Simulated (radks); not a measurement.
Values are calculated unless marked as measured or tabulated.
Polarisability of the gallium ion Ga3+, [Ar] 3d10, at imaginary frequency. Level of theory: scalar-relativistic Kohn-Sham, LB94 model potential, spin-polarised, spherical densities, finite nucleus; Fermi nuclear charge, rms radius 3.9973 fm (a radial shooting solver on a logarithmic mesh with Libxc functionals). Response by self-consistent Sternheimer equations with the Hartree and adiabatic LDA kernel, the relativistic mass of each level held fixed and spin-orbit coupling left out.

| w (hartree) | alpha1(iw) (bohr^3) | alpha2(iw) (bohr^5) |
|---|---|---|
| 0.00266 | 1.375 | 2.735 |
| 0.0143 | 1.375 | 2.734 |
| 0.0360 | 1.375 | 2.730 |
| 0.0697 | 1.373 | 2.719 |
| 0.118 | 1.368 | 2.691 |
| 0.186 | 1.356 | 2.631 |
| 0.280 | 1.333 | 2.517 |
| 0.413 | 1.289 | 2.327 |
| 0.605 | 1.211 | 2.055 |
| 0.892 | 1.085 | 1.722 |
| 1.35 | 0.9049 | 1.364 |
| 2.12 | 0.6790 | 0.9930 |
| 3.59 | 0.4287 | 0.6190 |
| 6.94 | 0.1985 | 0.2828 |
| 17.5 | 0.04964 | 0.06621 |

Static values: alpha1 = 1.375 bohr^3 (0.2038 angstrom^3; uncoupled 1.701), alpha2 = 2.735 bohr^5, alpha3 = 6.966 bohr^7. C6 = 3.082, C8 = 25.01, triple-dipole C9 = 2.866 atomic units. One-pole (London) frequency 4 C6 / (3 alpha1^2) = 2.172 hartree, against 2.343 for minus the highest occupied eigenvalue.
